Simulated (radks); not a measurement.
Q: Isoelectronic series with 28 electrons, each ion in its NIST ground configuration. All-electron calculation, scalar-relativistic Kohn-Sham, LDA (Slater exchange, Perdew-Wang correlation), spin-unpolarised, spherical densities, finite nucleus; Fermi nuclear charge, rms radius of each element as measured or else 0.836 A^(1/3) + 0.57 fm. Program: a radial shooting solver on a logarithmic mesh with Libxc functionals. Total energies (hartree) and mean radii <r> (bohr) (* marks an orbital that is empty in some or all of the ions):

ion    configuration  E (hartree)     4s*      3d      3p      3s
Ni      [Ar] 3d8 4s2  -1518.05417   2.783   1.011  0.7794  0.7415
Cu+        [Ar] 3d10  -1651.94650   2.554   1.014  0.7513  0.7140
Zn2+       [Ar] 3d10  -1792.24768   2.190  0.8800  0.7147  0.6830
Ga3+       [Ar] 3d10  -1938.94407   1.937  0.7871  0.6795  0.6532
Ge4+       [Ar] 3d10  -2092.02050   1.748  0.7167  0.6463  0.6249
As5+       [Ar] 3d10  -2251.47609   1.599  0.6606  0.6155  0.5984
Se6+       [Ar] 3d10  -2417.31737   1.477  0.6142  0.5871  0.5735
Br7+       [Ar] 3d10  -2589.55691   1.374  0.5749  0.5608  0.5502
Kr8+       [Ar] 3d10  -2768.21061   1.287  0.5410  0.5366  0.5285
Rb9+       [Ar] 3d10  -2953.29750   1.211  0.5113  0.5143  0.5083
Sr10+      [Ar] 3d10  -3144.83860   1.144  0.4851  0.4936  0.4894
Nb13+      [Ar] 3d10  -3758.42682  0.9843  0.4214  0.4402  0.4397

Estimate the row of Zr12+ ([Ar] 3d10).

A: E (hartree) -3547.37791; 4s* 1.032; 3d 0.4405; 3p 0.4567; 3s 0.4552.
